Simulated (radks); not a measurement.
Spherical quantum dot in the effective-mass picture: electrons in a parabolic well V = omega^2 r^2 / 2 with omega = 0.694, with a point charge +2 (a donor) at the centre, all in effective atomic units (hartree* = m*/eps^2 hartree, bohr* = eps/m* bohr), one dielectric constant everywhere. Method: non-relativistic Kohn-Sham, r2SCAN, spin-polarised, spherical densities, generalised Kohn-Sham scheme; computed with a radial shooting solver with Libxc functionals. Levels are named by radial order and angular momentum (1s, 1p, 1d, 2s, ...), and open shells are averaged over m. Each electron was tried in the lowest free levels, single moves between levels near the top were tried too, and the lowest total energy was kept; such a search can miss a lower state. At N = 1 the Hartree and exchange-correlation terms need not cancel, so that row can carry a self-interaction error.

N        open shells  2S  E (hartree*)  mu = E(N) - E(N-1) (hartree*)  addition energy mu(N+1) - mu(N) (hartree*)  e(HOMO) (hartree*)
1   1s(up 1, down 0)   1      -1.83749                        -1.8375                                       1.227             -1.3898
2               none   0      -2.44841                       -0.61092                                       2.225            -0.24245
3   1p(up 1, down 0)   1     -0.833891                         1.6145                                      0.3996              1.8049
4   1p(up 2, down 0)   2       1.18022                         2.0141                                      0.4229              2.2260
5   1p(up 3, down 0)   3       3.61719                         2.4370                                      0.5970              2.6465
6   1p(up 3, down 1)   2       6.65120                         3.0340                                      0.3460              3.2006
7   1p(up 3, down 2)   1       10.0312                         3.3800                                      0.3658              3.5625
8               none   0       13.7769                         3.7458                                      0.4822              3.9287
9   2s(up 1, down 0)   1       18.0049                         4.2280                                      0.3882              4.3915
10              none   0       22.6211                         4.6162                                      0.7144              4.7753
11  1d(up 1, down 0)   1       27.9516                         5.3305                                      0.3012              5.4809
12  1d(up 2, down 0)   2       33.5833                         5.6317                                      0.3012              5.7825
13  1d(up 3, down 0)   3       39.5162                         5.9329                                      0.2991              6.0829
14  1d(up 4, down 0)   4       45.7482                         6.2320                                      0.2962              6.3806
15  1d(up 5, down 0)   5       52.2764                         6.5282                                      0.4014              6.6752
16  1d(up 5, down 1)   4       59.2060                         6.9296                                      0.2731              7.0657
17  1d(up 5, down 2)   3       66.4087                         7.2027                                      0.2745              7.3400
18  1d(up 5, down 3)   2       73.8860                         7.4772                                      0.2740              7.6144
19  1d(up 5, down 4)   1       81.6372                         7.7513                                      0.2725              7.8878
20              none   0       89.6610                         8.0237                                      0.6822              8.1593
21  1f(up 1, down 0)   1       98.3669                         8.7059                                      0.2497              8.8308
22  1f(up 2, down 0)   2       107.323                         8.9556                                      0.2493              9.0804
23  1f(up 3, down 0)   3       116.527                         9.2049                                      0.2483              9.3293
24  1f(up 4, down 0)   4       125.981                         9.4532                                      0.2470              9.5770
25  1f(up 5, down 0)   5       135.681                         9.7002                                      0.2455              9.8232
26  1f(up 6, down 0)   6       145.627                         9.9457                                           -              10.068

All shells are closed at N = 2, 8, 10, 20 (there: 1s2 1p6 1d10 2s2); the second difference of the energy has clear peaks (12 % above both neighbours; the first and last values, which can be the largest, are not judged, and half-filled shells can peak too) at N = 2, 5, 8, 10, 15, 20.
